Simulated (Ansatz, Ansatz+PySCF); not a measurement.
```
atom   x (Å)   y (Å)    z (Å)
   H  0.0000  0.0000  -2.6782
  Be  0.0000  0.0000   0.0000
   H  0.0000  0.0000   2.6782
```

Basis set: cc-pVDZ (spherical functions). All electrons are correlated. Charge 0, multiplicity 1.

Computed with Ansatz (development build ahead of 0.2.0); each method stands on the lowest determinant of its kind that the runs found. Restricted open shells among the atoms or ions are ROHF, correlated in semicanonical orbitals with singles. Restricted functionals stand beside restricted open-shell atoms, which can lie above the unrestricted atoms usual in DFT and then raise those values.

(1) Give the atomization energy at this shape (free ground-state atoms in the same class of orbitals less the molecule, no zero-point energy) of singlet BeH₂ by r²SCAN (unrestricted), ωB97X (unrestricted), PBE0 (unrestricted), r²SCAN (restricted), PBE (unrestricted), ωB97X (restricted), PBE (restricted), RHF-CCSD(T), RHF-CCSDT(Q), PBE0 (restricted), UHF-CCSDT(Q), UHF-CCSD(T), UHF-MP2, UHF, RHF-MP2, RHF.

Results:

(1)

| method | atomization energy |
| --- | --- |
| r²SCAN (unrestricted) | 0.85 eV |
| ωB97X (unrestricted) | 0.28 eV |
| PBE0 (unrestricted) | 0.46 eV |
| r²SCAN (restricted) | 0.15 eV |
| PBE (unrestricted) | 0.58 eV |
| ωB97X (restricted) | -0.49 eV |
| PBE (restricted) | 0.28 eV |
| RHF-CCSD(T) | 0.32 eV |
| RHF-CCSDT(Q) | 0.31 eV |
| PBE0 (restricted) | -0.24 eV |
| UHF-CCSDT(Q) | 0.28 eV |
| UHF-CCSD(T) | 0.18 eV |
| UHF-MP2 | 0.13 eV |
| UHF | 0.22 eV |
| RHF-MP2 | -0.94 eV |
| RHF | -2.20 eV |

Caution for r²SCAN (unrestricted), ωB97X (unrestricted), PBE0 (unrestricted), r²SCAN (restricted), PBE (unrestricted), ωB97X (restricted), PBE (restricted), PBE0 (restricted): charge can spread falsely over distant fragments. Caution for r²SCAN (unrestricted): the unrestricted determinant is spin contaminated. Caution for ωB97X (unrestricted), PBE0 (unrestricted), UHF-CCSDT(Q), UHF-CCSD(T), UHF-MP2, UHF: the determinant breaks the point group; the unrestricted determinant is a mixture of spin states. Caution for r²SCAN (restricted), ωB97X (restricted), RHF-CCSD(T), RHF-CCSDT(Q), PBE0 (restricted), RHF-MP2, RHF: an unrestricted determinant lies well below. Caution for RHF-CCSD(T), RHF-CCSDT(Q), RHF-MP2: large amplitudes, a single reference is doubtful. Caution for RHF-CCSD(T), RHF-CCSDT(Q): the amplitudes may be one of several solutions. Caution for UHF-CCSDT(Q), UHF-CCSD(T), UHF-MP2: bonds are stretched, where a single reference can fail. Caution for UHF-CCSD(T): another reference gives a lower total; the program doubts this total. Caution for UHF: a free atom is spin contaminated. Caution for RHF: the molecule lies well above its atoms at this level.
